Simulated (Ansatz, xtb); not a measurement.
**Relative energy of two isomers of C2H7BGe**

Structure I: `B[CH2][Ge][CH3]`, a singlet. Structure II: `C[B](C)[GeH]`, a singlet. Both are isolated molecules in the gas phase, relaxed with B3LYP-D3(BJ)/def2-SVP; the shapes shown needn't be the lowest conformers.

I (Å):

```csv
atom,x (Å),y (Å),z (Å)
C,-0.1248,1.1506,2.3525
C,-1.6174,1.3799,-0.3625
B,0.7769,2.1672,1.6599
Ge,-2.0312,1.3822,1.6040
H,0.9674,3.2579,2.1505
H,1.2515,1.9416,0.5718
H,-0.2393,1.2133,3.4429
H,0.0188,0.1021,2.0218
H,-0.8010,0.6923,-0.6343
H,-1.2852,2.3971,-0.6453
H,-2.5186,1.1449,-0.9492
```

II (Å):

```yaml
atoms:
  - { symbol: C, position_ang: [-0.2593, 0.3546, -0.8464] }
  - { symbol: C, position_ang: [-0.2020, 2.8920, 0.1359] }
  - { symbol: B, position_ang: [-1.0208, 1.6868, -0.4798] }
  - { symbol: Ge, position_ang: [-3.0513, 1.9468, -0.8402] }
  - { symbol: H, position_ang: [-0.8837, -0.5475, -0.9456] }
  - { symbol: H, position_ang: [0.5791, 0.1351, -0.1624] }
  - { symbol: H, position_ang: [0.1928, 0.5310, -1.8439] }
  - { symbol: H, position_ang: [-0.7587, 3.8182, 0.3501] }
  - { symbol: H, position_ang: [0.6291, 3.1492, -0.5484] }
  - { symbol: H, position_ang: [0.2766, 2.5571, 1.0749] }
  - { symbol: H, position_ang: [-3.2265, 1.4483, 0.6806] }
```

Quicker runs give these differences E(II) − E(I): GFN2-xTB +16.14 kcal/mol; HF/STO-3G +7.23 kcal/mol (at GFN2-xTB geometries); r2SCAN-D4/def2-SVP −4.15 kcal/mol (at GFN2-xTB geometries).

Problem. Estimate E(II) − E(I) at the level CCSD(T)/def2-SVP + ΔMP2/def2-TZVPP.

Solution. Not settled: CCSD(T)/def2-SVP + ΔMP2/def2-TZVPP gives E(II) − E(I) = +1.92 kcal/mol, but this leans on the basis-set step: CCSD(T) alone gives −2.38 kcal/mol.

Level by level:

```json
{"level": "GFN2-xTB", "geometry": "GFN2-xTB", "E(II) − E(I) (kcal/mol)": "+16.14", "departure from the last row (kcal/mol)": "+14.22", "job, with rough time for the two": "optimisation, 0.61 s"}
{"level": "HF/STO-3G", "geometry": "GFN2-xTB", "E(II) − E(I) (kcal/mol)": "+7.23", "departure from the last row (kcal/mol)": "+5.31", "job, with rough time for the two": "single point, 2.1 s"}
{"level": "r2SCAN-D4/def2-SVP", "geometry": "GFN2-xTB", "E(II) − E(I) (kcal/mol)": "−4.15", "departure from the last row (kcal/mol)": "−6.07", "job, with rough time for the two": "single point, 11 s"}
{"level": "B3LYP-D3(BJ)/def2-SVP", "geometry": "B3LYP-D3(BJ)/def2-SVP", "E(II) − E(I) (kcal/mol)": "−1.07", "departure from the last row (kcal/mol)": "−2.99", "job, with rough time for the two": "optimisation, 5.9 min"}
{"level": "HF/def2-SVP", "geometry": "B3LYP-D3(BJ)/def2-SVP", "E(II) − E(I) (kcal/mol)": "−2.75", "departure from the last row (kcal/mol)": "−4.67", "job, with rough time for the two": "part of the CCSD(T) run"}
{"level": "MP2/def2-SVP", "geometry": "B3LYP-D3(BJ)/def2-SVP", "E(II) − E(I) (kcal/mol)": "−0.91", "departure from the last row (kcal/mol)": "−2.83", "job, with rough time for the two": "part of the CCSD(T) run"}
{"level": "CCSD(T)/def2-SVP", "geometry": "B3LYP-D3(BJ)/def2-SVP", "E(II) − E(I) (kcal/mol)": "−2.38", "departure from the last row (kcal/mol)": "−4.30", "job, with rough time for the two": "single point"}
{"level": "CCSD(T)/def2-SVP + ΔMP2/def2-TZVPP", "geometry": "B3LYP-D3(BJ)/def2-SVP", "E(II) − E(I) (kcal/mol)": "+1.92", "departure from the last row (kcal/mol)": "", "job, with rough time for the two": "single point, 96 s"}
```

As drawn, II has 1 C–B, 1 B–Ge, 1 C–H, 1 Ge–H in place of 2 C–Ge, 2 B–H.

r2SCAN-D4/def2-SVP, B3LYP-D3(BJ)/def2-SVP, HF/def2-SVP, MP2/def2-SVP, CCSD(T)/def2-SVP put the two in the other order. The largest departure from CCSD(T)/def2-SVP + ΔMP2/def2-TZVPP is that of GFN2-xTB, 14.22 kcal/mol. The last row adds to CCSD(T) the change of the MP2 difference between the two basis sets, here +4.30 kcal/mol, a large step that makes the value less sure.

With harmonic frequencies from B3LYP-D3(BJ)/def2-SVP (ideal gas, rigid rotor, one conformer each, 298.15 K, 1 atm): on the last row, ΔE + ΔZPE = +1.62 kcal/mol. A mode under 50 cm⁻¹ makes harmonic enthalpies and free energies unreliable, so none is given.

The correlated steps freeze 12 core orbitals; the filled d shell of Ge is correlated, in a basis made for valence electrons. Programs: Ansatz 0.2.0, xtb 6.7.1; the last row on 2 threads of AMD EPYC (Zen 3) on a shared host.
